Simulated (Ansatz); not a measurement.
Cl$_{2}$Fe, quintet, at a GFN2-xTB geometry (such geometries of metal compounds can be far from the true shape); Ansatz (a program for electronic structure) with PBE0/cc-pVDZ.

The Ansatz input:
Ansatz 0.2 input:
```yaml
crystal:
  periodic: [false, false, false]
  atoms:
    - {symbol: Fe, position_ang: [-0.40815377, 0.20857746, -0.36293014]}
    - {symbol: Cl, position_ang: [1.54992816, 0.14750098, -0.93808064]}
    - {symbol: Cl, position_ang: [-0.92569298, -0.46650180, 1.49315026]}
basis:
  gaussian:
    orbitals: cc-pVDZ
hamiltonian:
  xc: pbe0
magnetization: {spin_polarized: true, initial_magnetization: 4}
```

Question: What does Ansatz print? Leave out banner, timings and long lists.

Answer: 
```
Functional definition: PBE0
855 factors; integrals over basis functions are off by at most 5.5e-4 eV
mean field evaluation 1: about -59406.7563 eV, gradient 7.2e1 eV
mean field evaluation 2: about -59059.5292 eV, gradient 2.2e2 eV
mean field evaluation 4: about -59411.3441 eV, gradient 5.9e1 eV
mean field evaluation 8: about -59422.0907 eV, gradient 4.7e-1 eV
mean field evaluation 16: about -59422.1511 eV, gradient 4.0e-2 eV
mean field evaluation 32: about -59422.1513 eV, gradient 7.1e-6 eV
mean field -59422.15127745 eV, -2183.7237816655 hartree, gradient 6.9e-6 eV, S^2 6.015803; 4 other end points of the search recorded, 0 dependent functions left out
reference -59422.15131382 eV, -2183.7237830019 hartree; 32, 28 occupied and 47, 51 virtual orbitals, 855 factors
Total energy: -59422.15131382 eV, -2183.7237830019 hartree
```
